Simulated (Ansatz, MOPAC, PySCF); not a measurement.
Isomers of CHNO: 1 is N=C=O, 2 is N#CO; one conformer of each (the lowest of an xTB search), B3LYP-D3(BJ)/def2-TZVP minima.
Isomer 1 (charge 0, multiplicity 1):
```xyz
4

N     -0.6559     0.2597     0.2953
C      0.4883     0.0540    -0.0388
O      1.6237    -0.0289    -0.2817
H     -1.4561    -0.2849     0.0251
```
Isomer 2 (charge 0, multiplicity 1):
| atom | x (Å) | y (Å) | z (Å) |
|---|---|---|---|
| N | 1.6183 | -0.0956 | -0.0516 |
| C | 0.4832 | 0.0651 | 0.0751 |
| O | -0.7767 | 0.2990 | 0.2695 |
| H | -1.3248 | -0.2685 | -0.2930 |

No zero-point or thermal terms.

Correlated levels freeze the cores. CBS(a, b) extrapolates the correlation energy as X⁻³ and adds the Hartree–Fock energy of set b. The state that AM1 reach isn't checked.

Codes used: Ansatz (Gaussian orbitals); MOPAC for AM1 (differences of heats of formation); PySCF for the dispersion terms. Each number belongs to the level named beside it.

**Question.** Give the electronic energy of isomer 2 less that of isomer 1 at the level PBE-D4/def2-TZVPP.

**Answer.** 128 kJ/mol

**Question.** Predict the electronic energy of isomer 2 less that of isomer 1 from CCSD(T)/CBS(cc-pVTZ, cc-pVQZ).

**Answer.** 103 kJ/mol

**Question.** Estimate the electronic energy of isomer 2 less that of isomer 1 that AM1 returns for this input.

**Answer.** 43 kJ/mol

Ansatz is a program for electronic structure.
